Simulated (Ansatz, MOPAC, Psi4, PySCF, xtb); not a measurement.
Noncovalent pair: N2 (SMILES N#N) (first 2 atoms) with PH3 (SMILES P); geometry from B3LYP-D3(BJ)/def2-TZVP, rigid monomers moved along the line of their centres of mass till N2···H6 is 3.77 Å.
(charge 0, multiplicity 1):
```
atom    x (Å)    y (Å)    z (Å)
----  -------  -------  -------
N     -0.4741   0.5288  -0.2586
N      0.5442   0.1394  -0.2948
P      0.2006  -0.2865   4.2173
H     -0.7854  -0.9028   3.4046
H     -0.0049   0.9927   3.6395
H      1.2556  -0.6105   3.3260
```

Interaction energies are E(AB) − E(A) − E(B) at the monomers' geometry in the complex; basis-set methods are counterpoise corrected. Rows marked so take none.

Frozen-core correlation. CBS: X⁻³ extrapolation of the correlation energy, Hartree–Fock from the larger set. Rows in STO-3G carry no dispersion term and start afresh at each structure. The state reached by PM7 isn't checked; PM7 holds dispersion and hydrogen-bond terms.

Run with Ansatz (Gaussian basis) for Hartree–Fock, density functionals and correlated methods; MOPAC for PM7 (differences of heats of formation); Psi4 for SAPT; PySCF for STO-3G rows, the dispersion terms; xtb for the GFN methods. Values without a source in brackets are computed.

```csv
level,interaction energy (kcal/mol)
GFN-FF,-0.34
PM7,-0.34
HF/STO-3G (no counterpoise),0.06
PBE-D3(BJ)/def2-TZVPPD,-0.51
r2SCAN/def2-TZVPPD,-0.19
B3LYP-D4/def2-TZVPPD,-0.10
MP2/aug-cc-pV(D+d)Z,-0.31
"MP2/CBS(aug-cc-pV(D+d)Z, aug-cc-pV(T+d)Z)",___
SAPT0/jun-cc-pV(D+d)Z,-0.16
```

### Question
Complete the blanks.

### Answer

- MP2/CBS(aug-cc-pV(D+d)Z, aug-cc-pV(T+d)Z), interaction energy (kcal/mol): -0.38

Ansatz is a first-principles code.
